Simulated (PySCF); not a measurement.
C₂H₆Se₂, charge +1, doublet, at a GFN2-xTB geometry (a state made from the parent by changing its charge; the spin is typed, not shown lowest), with bond 7-1 at 1.4 times its length; CASSCF(9,8)/STO-3G run with PySCF.

The PySCF input:
```python
from pyscf import gto, scf, mcscf
import numpy

mol = gto.M(
    atom='''
C     2.382361   -0.220363   -0.312634
Se    0.829399    0.554303    0.567792
Se   -0.817074   -0.551144   -0.562508
C    -2.369785    0.220893    0.320659
H     3.263732    0.237509    0.132403
H     2.355487   -0.001320   -1.377793
H     2.416756   -1.725285   -0.081584
H    -3.251582   -0.224799   -0.135761
H    -2.386487    1.298297    0.171516
H    -2.350112   -0.014217    1.382588
''',
    basis='sto-3g',
    charge=1,
    spin=1,
    verbose=4,
)

mf = scf.ROHF(mol)
mf.kernel()
mc = mcscf.CASSCF(mf, 8, 9)
mc.fix_spin_(ss=0.75)
mc.kernel()
occ = numpy.linalg.eigvalsh(mc.fcisolver.make_rdm1(mc.ci, mc.ncas, mc.nelecas))[::-1]
ss = mc.fcisolver.spin_square(mc.ci, mc.ncas, mc.nelecas)[0]
print('natural occupations', occ.round(4), ' <S^2>', round(ss, 4))
```

Write the output that PySCF gives for this input, abridged.


```
PySCF version 2.14.0

[INPUT] verbose = 4
[INPUT] num. atoms = 10
[INPUT] num. electrons = 85
[INPUT] charge = 1
[INPUT] spin (= nelec alpha-beta = 2S) = 1
[INPUT] symmetry False subgroup None
[INPUT] Mole.unit = angstrom
[INPUT] Symbol           X                Y                Z      unit          X                Y                Z       unit  Magmom
[INPUT]  1 C      2.382361000000  -0.220363000000  -0.312634000000 AA    4.502009819845  -0.416425717988  -0.590792637227 Bohr   0.0
[INPUT]  2 Se     0.829399000000   0.554303000000   0.567792000000 AA    1.567336957988   1.047480860025   1.072971375719 Bohr   0.0
[INPUT]  3 Se    -0.817074000000  -0.551144000000  -0.562508000000 AA   -1.544046083503  -1.041511215197  -1.062986062877 Bohr   0.0
[INPUT]  4 C     -2.369785000000   0.220893000000   0.320659000000 AA   -4.478244624102   0.417427272834   0.605957689377 Bohr   0.0
[INPUT]  5 H      3.263732000000   0.237509000000   0.132403000000 AA    6.167559623979   0.448826962119   0.250205408071 Bohr   0.0
[INPUT]  6 H      2.355487000000  -0.001320000000  -1.377793000000 AA    4.451225319973  -0.002494438484  -2.603651426343 Bohr   0.0
[INPUT]  7 H      2.416756000000  -1.725285000000  -0.081584000000 AA    4.567006949899  -3.260316136820  -0.154171416147 Bohr   0.0
[INPUT]  8 H     -3.251582000000  -0.224799000000  -0.135761000000 AA   -6.144599451566  -0.424808543076  -0.256551108397 Bohr   0.0
[INPUT]  9 H     -2.386487000000   1.298297000000   0.171516000000 AA   -4.509806829835   2.453425758344   0.324118265981 Bohr   0.0
[INPUT] 10 H     -2.350112000000  -0.014217000000   1.382588000000 AA   -4.441068042054  -0.026866236313   2.612712663110 Bohr   0.0

nuclear repulsion = 544.637914530126
number of shells = 28
number of NR pGTOs = 156
number of NR cGTOs = 52
basis = sto-3g
ecp = {}

******** <class 'pyscf.scf.rohf.ROHF'> ********
method = ROHF
initial guess = minao
damping factor = 0
level_shift factor = 0
DIIS = <class 'pyscf.scf.diis.CDIIS'>
diis_start_cycle = 1
diis_space = 8
diis_damp = 0
SCF conv_tol = 1e-09
SCF conv_tol_grad = None
SCF max_cycles = 50
direct_scf = True
direct_scf_tol = 1e-13
num. doubly occ = 42  num. singly occ = 1
Set gradient conv threshold to 3.16228e-05
init E= -4818.52942869497
  HOMO = -0.488613633333145  LUMO = -0.29026356569118  gap/eV = 5.39738
cycle= 1 E= -4824.95868650913  delta_E= -6.43  |g|= 0.508  |ddm|= 2.69
  HOMO = -0.31629592197911  LUMO = -0.00209715024590051  gap/eV = 8.54978
cycle= 2 E= -4825.12596187826  delta_E= -0.167  |g|= 0.252  |ddm|= 1.08
  HOMO = -0.341503653601546  LUMO = 0.0145150217678194  gap/eV = 9.68776
cycle= 3 E= -4825.1511446286  delta_E= -0.0252  |g|= 0.042  |ddm|= 0.283
  HOMO = -0.34722494692753  LUMO = -0.0103944332324473  gap/eV = 9.16563
cycle= 4 E= -4825.15337216147  delta_E= -0.00223  |g|= 0.0159  |ddm|= 0.106
  HOMO = -0.346273061812346  LUMO = -0.00917924765726796  gap/eV = 9.17279
cycle= 5 E= -4825.15362766582  delta_E= -0.000256  |g|= 0.00487  |ddm|= 0.0425
  HOMO = -0.346132651157552  LUMO = -0.00841677043041955  gap/eV = 9.18972
cycle= 6 E= -4825.15364564157  delta_E= -1.8e-05  |g|= 0.00131  |ddm|= 0.0091
  HOMO = -0.345894904758533  LUMO = -0.00841973181425704  gap/eV = 9.18317
cycle= 7 E= -4825.15365172237  delta_E= -6.08e-06  |g|= 0.00124  |ddm|= 0.00751
  HOMO = -0.345927964849075  LUMO = -0.00842613144795035  gap/eV = 9.18389
cycle= 8 E= -4825.15365379058  delta_E= -2.07e-06  |g|= 0.00107  |ddm|= 0.00272
  HOMO = -0.346033866137135  LUMO = -0.00840619933208997  gap/eV = 9.18732
cycle= 9 E= -4825.15366038488  delta_E= -6.59e-06  |g|= 0.00101  |ddm|= 0.01
  HOMO = -0.346116144391791  LUMO = -0.00836474982325408  gap/eV = 9.19068
cycle= 10 E= -4825.15366720494  delta_E= -6.82e-06  |g|= 0.000916  |ddm|= 0.0115
  HOMO = -0.346333263608153  LUMO = -0.00826507857314018  gap/eV = 9.19930
cycle= 11 E= -4825.15367979553  delta_E= -1.26e-05  |g|= 0.000708  |ddm|= 0.0252
  HOMO = -0.346790071490909  LUMO = -0.00798322736912871  gap/eV = 9.21940
cycle= 12 E= -4825.15369306886  delta_E= -1.33e-05  |g|= 0.000128  |ddm|= 0.0652
  HOMO = -0.347279680171552  LUMO = -0.00807644559908693  gap/eV = 9.23019
cycle= 13 E= -4825.15369316322  delta_E= -9.44e-08  |g|= 3.51e-05  |ddm|= 0.01
  HOMO = -0.347195415415846  LUMO = -0.00805294102162546  gap/eV = 9.22854
cycle= 14 E= -4825.15369323052  delta_E= -6.73e-08  |g|= 1.8e-05  |ddm|= 0.00318
  HOMO = -0.347213398513512  LUMO = -0.00804913044911737  gap/eV = 9.22913
cycle= 15 E= -4825.15369323418  delta_E= -3.67e-09  |g|= 2.95e-06  |ddm|= 0.00113
  HOMO = -0.3472143303592  LUMO = -0.00805013635039808  gap/eV = 9.22913
cycle= 16 E= -4825.15369323437  delta_E= -1.86e-10  |g|= 9.11e-07  |ddm|= 0.000173
  HOMO = -0.347214758041762  LUMO = -0.00805018270564339  gap/eV = 9.22914
Extra cycle  E= -4825.15369323437  delta_E= -7.28e-12  |g|= 4.6e-07  |ddm|= 3.88e-06
converged SCF energy = -4825.15369323437

******** <class 'pyscf.mcscf.mc1step.CASSCF'> ********
CAS (5e+4e, 8o), ncore = 38, nvir = 6
max_cycle_macro = 50
max_cycle_micro = 4
conv_tol = 1e-07
conv_tol_grad = None
orbital rotation max_stepsize = 0.02
orbital rotation threshold for CI restart = 0.01
augmented hessian ah_max_cycle = 30
augmented hessian ah_conv_tol = 1e-12
augmented hessian ah_linear dependence = 1e-14
augmented hessian ah_level shift = 1e-08
augmented hessian ah_start_tol = 2.5
augmented hessian ah_start_cycle = 3
augmented hessian ah_grad_trust_region = 3
kf_trust_region = 3
kf_interval = 4
ci_response_space = 4
ci_grad_trust_region = 3
with_dep4 0
natorb = False
canonicalization = True
sorting_mo_energy = False
ao2mo_level = 2
internal_rotation = False
******** <class 'pyscf.fci.addons.SpinPenaltyFCISolver'> ********
max. cycles = 50
conv_tol = 1e-08
davidson only = True
linear dependence = 1e-12
level shift = 0.001
max iter space = 12
nroots = 1
pspace_size = 400
spin = None
CASCI E = -4825.19356437676  S^2 = 0.7500000
Set conv_tol_grad to 0.000316228
macro iter   1 ( 21 JK    4 micro), CASSCF E = -4825.21708301384  dE = -2.35186371e-02  S^2 = 0.7500000
               |grad[o]|=0.0335  |grad[c]|=0.0429  |ddm|=0.0463  |maxRot[o]|= 0.31
macro iter   2 ( 21 JK    4 micro), CASSCF E = -4825.23675570138  dE = -1.96726875e-02  S^2 = 0.7500000
               |grad[o]|=0.0355  |grad[c]|=0.0435  |ddm|=0.0313  |maxRot[o]|=0.314
macro iter   3 ( 20 JK    4 micro), CASSCF E = -4825.24310392918  dE = -6.34822780e-03  S^2 = 0.7500000
               |grad[o]|=0.0216  |grad[c]|=0.024  |ddm|=0.0127  |maxRot[o]|=0.196
macro iter   4 ( 14 JK    4 micro), CASSCF E = -4825.24347679495  dE = -3.72865772e-04  S^2 = 0.7500000
               |grad[o]|=0.00555  |grad[c]|=0.00672  |ddm|=0.00615  |maxRot[o]|=0.0304
macro iter   5 ( 11 JK    4 micro), CASSCF E = -4825.24367158909  dE = -1.94794136e-04  S^2 = 0.7500000
               |grad[o]|=0.00295  |grad[c]|=0.00291  |ddm|=0.00317  |maxRot[o]|=0.0237
macro iter   6 (  9 JK    3 micro), CASSCF E = -4825.24373195979  dE = -6.03706976e-05  S^2 = 0.7500000
               |grad[o]|=0.00143  |grad[c]|=0.000683  |ddm|=0.00247  |maxRot[o]|=0.0204
macro iter   7 (  8 JK    2 micro), CASSCF E = -4825.24373574977  dE = -3.78997811e-06  S^2 = 0.7500000
               |grad[o]|=0.000353  |grad[c]|=0.00014  |ddm|=0.000877  |maxRot[o]|=0.00627
macro iter   8 (  3 JK    1 micro), CASSCF E = -4825.24373578814  dE = -3.83761289e-08  S^2 = 0.7500000
               |grad[o]|=5.62e-05  |grad[c]|=8.75e-05  |ddm|=    0  |maxRot[o]|=0.000585
1-step CASSCF converged in   8 macro (107 JK  26 micro) steps
CASSCF canonicalization
Density matrix diagonal elements [1.95702711 1.93599935 1.95268329 1.93769874 1.04484837 0.0600817
 0.05334151 0.05831993]
CASSCF energy = -4825.24373578814
CASCI E = -4825.24373578814  E(CI) = -15.0847012358417  S^2 = 0.7500000
natural occupations [1.9697 1.9656 1.9452 1.9182 1.0321 0.0819 0.0566 0.0307]  <S^2> 0.75
```
